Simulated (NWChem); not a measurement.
Species: CH₄AlFS; SMILES [F][AlH][S]C

```xyz
8

Al     0.4544    -0.9500     0.0000
F     -0.3799    -2.3892     0.0000
H      2.0307    -0.9554     0.0000
S     -0.6945     0.8846     0.0000
C      0.6662     2.1102     0.0000
H      1.6601     1.6391     0.0000
H      0.5737     2.7400     0.8947
H      0.5737     2.7400    -0.8947
```
Atoms are numbered in this order, from 1.

Level: PBE0/def2-SVP (NWChem), optimised geometry, unscaled harmonic frequencies. 

Task: List the harmonic frequencies with IR intensities, and the thermochemistry.

Result: 
```json
[
 {"frequency (cm⁻¹)": "73", "IR intensity (km/mol)": "0.0"},
 {"frequency (cm⁻¹)": "109", "IR intensity (km/mol)": "1.4"},
 {"frequency (cm⁻¹)": "139", "IR intensity (km/mol)": "3.9"},
 {"frequency (cm⁻¹)": "227", "IR intensity (km/mol)": "9.6"},
 {"frequency (cm⁻¹)": "478", "IR intensity (km/mol)": "130.4"},
 {"frequency (cm⁻¹)": "516", "IR intensity (km/mol)": "38.0"},
 {"frequency (cm⁻¹)": "658", "IR intensity (km/mol)": "181.8"},
 {"frequency (cm⁻¹)": "724", "IR intensity (km/mol)": "2.7"},
 {"frequency (cm⁻¹)": "874", "IR intensity (km/mol)": "163.7"},
 {"frequency (cm⁻¹)": "965", "IR intensity (km/mol)": "7.9"},
 {"frequency (cm⁻¹)": "976", "IR intensity (km/mol)": "3.6"},
 {"frequency (cm⁻¹)": "1339", "IR intensity (km/mol)": "8.6"},
 {"frequency (cm⁻¹)": "1447", "IR intensity (km/mol)": "6.1"},
 {"frequency (cm⁻¹)": "1460", "IR intensity (km/mol)": "8.7"},
 {"frequency (cm⁻¹)": "1987", "IR intensity (km/mol)": "129.6"},
 {"frequency (cm⁻¹)": "3068", "IR intensity (km/mol)": "16.0"},
 {"frequency (cm⁻¹)": "3178", "IR intensity (km/mol)": "1.6"},
 {"frequency (cm⁻¹)": "3194", "IR intensity (km/mol)": "0.8"}
]
```

```json
{
  "zero_point_energy": "30.6 kcal/mol",
  "thermal correction to the enthalpy at 298.15 K (with zero-point energy)": "35.2 kcal/mol",
  "heat capacity Cv": "19.5 cal/(mol K)",
  "entropy at 298.15 K and 1 atm (symmetry number 1)": "80.1 cal/(mol K)",
  "dipole_moment": "2.68 D"
}
```

Rigid rotor and harmonic oscillator; modes under 100 cm⁻¹ make the entropy uncertain.
